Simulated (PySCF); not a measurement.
Compounds:
1. SMILES CC(C)(C)F, C$_{4}$H$_{9}$F
2. `[SiH3]Oc1ccccn1`, C$_{5}$H$_{7}$NOSi
3. SMILES O[SiH2]c1ccncc1, C$_{5}$H$_{7}$NOSi
4. SMILES [SiH3]C=C=PCC(F)(F)F, C$_{4}$H$_{6}$F$_{3}$PSi
5. SMILES C=C(Cl)[SiH2]O[SiH2][SiH2]C, C$_{3}$H$_{11}$ClOSi$_{3}$
6. `C(C(=C=C)C)(F)F`, C$_{5}$H$_{6}$F$_{2}$
7. SMILES Fc1ccc(F)c2ccccc12, C$_{10}$H$_{6}$F$_{2}$

One computed conformer, no relativistic terms, averaged over atoms made equivalent by symmetry, fast rotation or ring inversion, no solvent. σ from GIAO-PBE0/pcSseg-1; geometry: GFN2-xTB; PySCF 2.14.0 with density-fitted response routines.

Chemical shifts δ = σref − σ; 1H (σref 31.72) and 13C (σref 186.93) vs TMS, all at this level. Shifts are as computed. Against solution values, carbons near 30 ppm lie about +3 ppm off and those near 130 ppm about +5 ppm; carbons on Cl a further +6 ppm. Of 1211 compounds with measured shifts, 218 miss one by over three times the rms of a fit or turn the order of signals round; such compounds aren't used in these exercises. Carbons bonded to Cl come out too deshielded. OH and NH positions are gas-phase values without hydrogen bonding to other molecules.

Question: Which show a 1H signal below 0.7 ppm from a carbon-bound hydrogen?

Answer: 5 (-0.04: hydrogen on a methyl carbon bonded to Si).

Question: Which show a 13C signal above 185 ppm?

Answer: 4 (271.4: cumulene carbon); 6 (220.5: central carbon of an allene).

Question: Which show a 13C signal between 160 and 185 ppm?

Answer: 2 (168.9: aromatic carbon bearing oxygen); 7 (164.4: aromatic carbon bearing fluorine).

Question: Which give exactly 4 13C signals?

Answer: 4 (δ 271.4, 136.1, 102.0, 34.8).
